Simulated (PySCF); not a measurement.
isocyanic acid (CHNO), SMILES N=C=O. Heavy atoms are numbered as in [NH:1]=[C:2]=[O:3]. Hydrogens are named by the atom that carries them.

Geometry: PBE0-D3(BJ)/def2-TZVP.

Computed with PBE/pcSseg-2 in PySCF.

GIAO shieldings, no solvent; atoms alike by connectivity are averaged. δ = σ(ref) − σ: ¹⁵N against NH3 (σ = 262.8 ppm); ¹³C against TMS (σ = 181.4 ppm); ¹⁷O against H2O (σ = 327.5 ppm); ¹H against TMS (σ = 31.47 ppm), references at their B3LYP-D3(BJ)/def2-TZVP geometries, non-relativistic.

Computed chemical shifts:
| nucleus | atoms | count | δ (ppm) |
|---|---|---|---|
| ¹⁵N | N1 (NH) | 1 | 34.2 |
| ¹³C | C2 | 1 | 134.2 |
| ¹⁷O | O3 | 1 | 153.0 |
| ¹H | H on N1 | 1 | 2.48 |
